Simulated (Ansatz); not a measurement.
BH7O4, singlet: at a first-order saddle point.

in.yaml

```yaml
crystal:
  periodic: [false, false, false]
  atoms:
    - {symbol: B, position_ang: [-0.624100, 0.198470, -0.431443]}
    - {symbol: H, position_ang: [0.648257, -0.070953, -0.952497]}
    - {symbol: O, position_ang: [-1.479234, -0.859450, -0.771801]}
    - {symbol: O, position_ang: [-0.985760, 1.452293, -0.950167]}
    - {symbol: H, position_ang: [0.805161, -0.444146, 1.181232]}
    - {symbol: O, position_ang: [-0.356585, 0.161510, 1.058112]}
    - {symbol: H, position_ang: [1.305615, -0.497323, -0.248908]}
    - {symbol: O, position_ang: [1.748828, -0.870911, 0.774350]}
    - {symbol: H, position_ang: [-2.003594, -0.636949, -1.542791]}
    - {symbol: H, position_ang: [-0.456191, 2.170870, -0.604132]}
    - {symbol: H, position_ang: [-1.100514, -0.287150, 1.472455]}
    - {symbol: H, position_ang: [2.498018, -0.316159, 1.015489]}
basis:
  gaussian: {orbitals: def2-TZVPP}
hamiltonian: {xc: pbe, dispersion: d4}
```

Run by:

```bash
ansatz run in.yaml --threads 8 --pin off --events-out ev --progress --plain --max-ram 19148MiB
```

The run's output (Ansatz 0.2.0):

```
Functional definition: PBE
  name "PBE"
  cite "Perdew, Burke & Ernzerhof, Phys. Rev. Lett. 77, 3865 (1996) doi:10.1103/PhysRevLett.77.3865"
  parent pbe
  parameter kappa = 0.804
  parameter beta = 0.06672455060314922
  exchange = pbe_x(kappa = kappa, mu = beta*pi^2/3)
  correlation = pbe_c(beta = beta)
1186 factors; their error is unknown
mean field evaluation 1: about -8958.1056 eV, gradient 1.0e2 eV
mean field evaluation 2: about -8896.2154 eV, gradient 2.0e2 eV
mean field evaluation 4: about -8974.3337 eV, gradient 2.1e1 eV
mean field evaluation 8: about -8975.0595 eV, gradient 5.2e-2 eV
mean field evaluation 16: about -8975.0311 eV, gradient 8.9e-4 eV
mean field -8975.03109163 eV, -329.8263091230 hartree, gradient 4.4e-5 eV, S^2 0.000000; 0 other end points of the search recorded, 0 dependent functions left out
reference -8975.03113352 eV, -329.8263106623 hartree; 22, 22 occupied and 231, 231 virtual orbitals, 1186 factors
Total energy: -8975.20282527 eV, -329.8326202175 hartree
```

The lines “mean field evaluation” count trial sets of orbitals through the whole run, from several starts and some on an approximate energy, so they need not fall steadily or lie above the final value.

The run took about 1.4 s on 8 CPU threads of an AMD EPYC 7R13 (shared host).
